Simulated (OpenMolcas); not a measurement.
**Ta4+: moving or changing the point charges**

Ta4+ among 6 point charges of -1.5 e arranged as an octahedron (Oh), 2.2 Å from the ion.
```
   2.2000    0.0000    0.0000  -1.50
   0.0000    2.2000    0.0000  -1.50
  -2.2000    0.0000    0.0000  -1.50
   0.0000   -2.2000    0.0000  -1.50
   0.0000    0.0000    2.2000  -1.50
   0.0000    0.0000   -2.2000  -1.50
```

```json
{"Program": "OpenMolcas 26.06", "Method": "CASSCF", "Basis": "ANO-RCC-VDZP [7s6p4d2f1g]", "Scalar Hamiltonian": "DKH2, point nucleus", "Active space": "1 electron in 5 orbitals (5d)", "State averaging": "2S+1 = 2 even, 5 roots", "Spin-orbit coupling": "state interaction with AMFI integrals over the reference wave functions"}
```

Runs around this geometry, states (labels of O, the rotations of Oh). Energies in cm-1 above the lowest state or level, χT in cm3 K/mol; under a threefold ground state the first gap can be a small split of the lowest multiplet, not the spin-orbit step; 10Dq is the gap between the two states.

| R (Å) | q (e) | Ground state | First state of that spin | 10Dq | First gap with spin-orbit (degeneracies) | χT at 300 K |
| --- | --- | --- | --- | --- | --- | --- |
| 2.2 | -0.98 | 2T2 | 2E 6577 | 6577 | 6125 (4, 2) | 0.203 |
| 2.08 | -1.5 | 2T2 | 2E 13113 | 13113 | 5148 (4, 2) | 0.117 |
| 2.2 | -1.5 | 2T2 | 2E 10198 | 10198 | 5531 (4, 2) | 0.147 |

Taking |10Dq| as R^-n, n = -ln(10198 / 13113) / ln(2.2 / 2.08) = 4.5 between the shortest and longest distance. The point-charge formula for a cubic d site gives n = 5.

Scaling the charges by -0.98 / -1.5 = 0.65 scales |10Dq| by 6577 / 10198 = 0.64; with fixed orbitals a first-order splitting would follow the charge.

An orbital triplet at a regular site is open to Jahn-Teller coupling, which can distort the site and quench the lowest spin-orbit gaps and is left out. This field is weak: 10Dq is about 6577 cm-1, while octahedral complexes of 5d ions of charge 3 and more, computed by the same method with explicit ligands, had a median near 35000 cm-1. Ground spin and moment need not be those of a real site (figures for R = 2.2, q = -0.98; the like holds for R = 2.08, q = -1.5, R = 2.2, q = -1.5). Point charges carry no covalency, so the field is a model and not that of real ligands. No measured value stands beside these numbers.
